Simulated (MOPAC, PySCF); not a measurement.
C2H2BN, SMILES `C(=N)=C=B`, neutral singlet in the gas phase. 

Cartesian coordinates (Å):
```xyz
6

B      1.7638    -0.4374     0.1128
C      0.5150    -0.0463    -0.1772
C     -0.6948     0.2945    -0.4575
N     -1.7887     0.7323    -0.7152
H      2.8507    -0.7782     0.3656
H     -2.6461     0.2350    -0.8902
```
Charge 0, multiplicity 1.

All levels are single points at this geometry (B3LYP-D3(BJ)/def2-TZVP); Pople sets use spherical d functions. Orbital energies aren't observables, and empty levels follow the basis.

B3LYP/3-21G in PySCF gives HOMO (eV) = -6.48.

Estimate the HOMO (eV) from each of these levels: B3LYP-D3(BJ)/def2-TZVP in PySCF; PBE-D3(BJ)/def2-TZVP in PySCF; B3LYP/6-311+G** in PySCF; B3LYP/6-31G* in PySCF; BP86/6-31G* in PySCF; M06-2X/6-31G* in PySCF; PBE/6-31G* in PySCF; SVWN5/6-31G* in PySCF; HF/STO-3G in PySCF; AM1 in MOPAC; PM3 in MOPAC; PM7 in MOPAC.


```csv
level,HOMO (eV)
B3LYP-D3(BJ)/def2-TZVP in PySCF,-6.85
PBE-D3(BJ)/def2-TZVP in PySCF,-6.05
B3LYP/6-311+G** in PySCF,-6.88
B3LYP/6-31G* in PySCF,-6.47
BP86/6-31G* in PySCF,-5.78
M06-2X/6-31G* in PySCF,-7.79
PBE/6-31G* in PySCF,-5.68
SVWN5/6-31G* in PySCF,-5.84
HF/STO-3G in PySCF,-6.66
AM1 in MOPAC,-8.78
PM3 in MOPAC,-9.70
PM7 in MOPAC,-9.23
```
